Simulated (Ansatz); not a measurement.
Two members of one family (Oligo(furan), CF3 ends), computed with Ansatz in the gas phase. Binding counts from free atoms in the multiplicity of their measured ground term, without zero-point energy. Sets without diffuse functions give affinities that are too small. A dash marks a value that wasn't run or was left out as unsound. The structures are stationary points that may keep the symmetry of their start. Remarks come from the PBE and PBE0 runs and from stability tests at other levels; not every state was tested. A HOMO above zero means that the electron is unbound at that level and held by the basis, or that self-interaction error raises the level; the energy of removing that electron tells which.

First: FC(F)(F)c1ccc(-c2ccc(-c3ccc(C(F)(F)F)o3)o2)o1 (singlet, charge 0, r2SCAN-D4/def2-SVP geometry).

Cartesian coordinates in Å:
```
F -1.779 2.695 -4.088
C -2.918 2.432 -3.424
F -3.939 2.533 -4.289
F -3.059 3.397 -2.498
C -2.911 1.075 -2.819
C -3.720 -0.017 -2.990
C -3.202 -1.023 -2.128
C -2.108 -0.463 -1.495
C -1.184 -0.972 -0.525
C -1.073 -2.198 0.107
C 0.049 -2.105 0.968
C 0.552 -0.827 0.808
C 1.656 -0.131 1.392
C 2.157 1.146 1.232
C 3.283 1.238 2.100
C 3.384 0.020 2.718
C 4.334 -0.524 3.721
F 3.713 -0.907 4.850
F 4.995 -1.601 3.260
F 5.237 0.414 4.040
O 2.404 -0.819 2.298
O -0.196 -0.140 -0.096
O -1.932 0.818 -1.918
H -4.580 -0.084 -3.654
H -3.582 -2.033 -1.987
H -1.723 -3.057 -0.039
H 0.451 -2.869 1.629
H 1.754 1.911 0.572
H 3.940 2.092 2.253
```

```
              level  HOMO (eV)  LUMO (eV)  gap (eV)  vertical IE (eV)  vertical EA (eV)  vertical triplet (eV)  binding per atom (eV)
    PBE-D4/def2-SVP      -5.10      -2.59      2.51                 –                 –                      –                   5.55
   PBE-D4/def2-TZVP      -5.17      -2.73      2.44              7.21              0.80                   2.19                   5.42
r2SCAN-D4/def2-TZVP      -5.29      -2.69      2.60                 –                 –                      –                   5.19
   PBE0-D4/def2-SVP      -6.03      -1.99      4.03                 –                 –                      –                   5.34
  PBE0-D4/def2-TZVP      -6.00      -2.06      3.94              7.37              0.77                   2.30                   5.23
```

Remarks: HOMO above zero (-1 doublet).

Second: FC(F)(F)c1ccc(-c2ccc(-c3ccc(-c4ccc(C(F)(F)F)o4)o3)o2)o1 (singlet, charge 0, r2SCAN-D4/def2-SVP geometry).

```
atom   x (Å)   y (Å)   z (Å)
  F1  -4.654   4.316  -1.965
  C2  -3.641   5.002  -2.522
  F3  -3.356   4.394  -3.686
  F4  -4.078   6.241  -2.796
  C5  -2.459   5.078  -1.626
  C6  -1.784   6.134  -1.072
  C7  -0.733   5.563  -0.302
  C8  -0.846   4.191  -0.451
  C9  -0.088   3.093   0.071
 C10   1.017   3.028   0.900
 C11   1.316   1.652   1.063
 C12   0.372   0.962   0.323
 C13   0.141  -0.426   0.087
 C14  -0.804  -1.111  -0.655
 C15  -0.511  -2.490  -0.496
 C16   0.592  -2.560   0.332
 C17   1.352  -3.650   0.856
 C18   2.457  -3.718   1.685
 C19   2.747  -5.102   1.843
 C20   1.807  -5.771   1.106
 C21   1.566  -7.217   0.860
 F22   1.645  -7.528  -0.446
 F23   0.347  -7.604   1.276
 F24   2.482  -7.943   1.518
 O25   0.955  -4.902   0.503
 O26   0.991  -1.305   0.688
 O27  -0.479   1.837  -0.279
 O28  -1.900   3.899  -1.259
 H29  -2.019   7.188  -1.202
 H30   0.016   6.088   0.286
 H31   1.544   3.874   1.336
 H32   2.118   1.206   1.647
 H33  -1.604  -0.658  -1.236
 H34  -1.036  -3.339  -0.929
 H35   2.981  -2.869   2.118
 H36   3.547  -5.556   2.425
```

Question: What does the change do? Estimate second minus first.

Answer: 
```csv
level,Δ HOMO (eV),Δ LUMO (eV),Δ gap (eV),Δ vertical IE (eV),Δ vertical EA (eV),Δ vertical triplet (eV),Δ binding per atom (eV)
PBE-D4/def2-SVP,0.28,-0.06,-0.33,–,–,–,0.06
PBE-D4/def2-TZVP,0.29,-0.04,-0.33,-0.52,0.27,-0.27,0.07
r2SCAN-D4/def2-TZVP,0.31,-0.05,-0.35,–,–,–,0.07
PBE0-D4/def2-SVP,0.35,-0.08,-0.43,–,–,–,0.07
PBE0-D4/def2-TZVP,0.35,-0.07,-0.43,-0.50,0.23,-0.21,0.07
```

Remarks: HOMO above zero (-1 doublet).
